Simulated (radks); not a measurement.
Task: The europium ion Eu2+ is in [Xe] 4f(5/2: 6, 7/2: 1). All-electron calculation, Dirac Kohn-Sham, relativistic LDA (MacDonald-Vosko exchange, VWN5 correlation), spin-unpolarised, spherical densities, finite nucleus; Fermi nuclear charge, rms radius of each element as measured or else 0.836 A^(1/3) + 0.57 fm. Program: a radial shooting solver on a logarithmic mesh with Libxc functionals. Sub-shells are occupied by j as written (lower j first in brackets). One electron is removed from 4f7/2, 4f5/2, 5p1/2, 5p3/2 in turn, with full relaxation. Which removal costs least, and what does each cost?

Result: 4f7/2 24.321 eV; 4f5/2 25.002 eV; 5p3/2 42.360 eV; 5p1/2 46.451 eV. The 4f7/2 electron leaves first.
